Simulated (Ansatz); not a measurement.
C₂H₈AlBO (`[BH2][AlH][CH2]CO`), relaxed with RKS PBE-D4/def2-SVP in Ansatz from a rough embedded geometry. The force threshold is 0.03 eV/Å; the program also tests the step.

Charge 0, multiplicity 1.

Start:

```xyz
13

B    -0.010   -0.519    2.522
Al    0.180    0.985    1.219
C    -0.353    0.680   -0.663
C     0.372   -0.437   -1.384
O     0.042   -0.622   -2.672
H     0.284   -0.397    3.709
H    -0.478   -1.582    2.208
H     0.746    2.390    1.647
H    -0.203    1.677   -1.235
H    -1.459    0.498   -0.703
H     0.242   -1.375   -0.743
H     1.483   -0.202   -1.298
H    -0.848   -1.094   -2.608
```

```csv
step,energy (eV),largest force (eV/Å),largest move (Å)
1,-11506.1204,3.616,0.000
2,-11506.4983,1.673,0.135
3,-11506.5617,0.369,0.200
4,-11506.5952,0.275,0.088
5,-11506.6224,0.345,0.172
6,-11506.6636,0.353,0.200
7,-11506.7075,0.543,0.195
8,-11506.7615,0.230,0.200
9,-11506.7899,0.167,0.200
10,-11506.7949,0.323,0.200
11,-11506.8057,0.130,0.032
12,-11506.8097,0.174,0.082
13,-11506.8125,0.075,0.042
14,-11506.8136,0.055,0.047
15,-11506.8137,0.091,0.047
16,-11506.8144,0.048,0.006
17,-11506.8148,0.005,0.035
18,-11506.8151,0.014,0.034
19,-11506.8153,0.047,0.081
20,-11506.8155,0.032,0.010
21,-11506.8159,0.013,0.026
```

End:

```xyz
13

B     0.215   -0.531    2.582
Al   -0.161    1.049    1.224
C    -0.233    0.732   -0.739
C     0.281   -0.618   -1.240
O     0.272   -0.753   -2.652
H     1.337   -0.865    2.932
H    -0.676   -1.207    3.075
H    -0.436    2.555    1.728
H     0.303    1.560   -1.257
H    -1.306    0.863   -1.024
H    -0.293   -1.445   -0.744
H     1.341   -0.763   -0.939
H    -0.642   -0.578   -2.945
```

Hardware: 4 threads of an Intel Xeon Platinum 8488C on a shared host. Wall time 18 s, peak host memory 0.18 GiB.
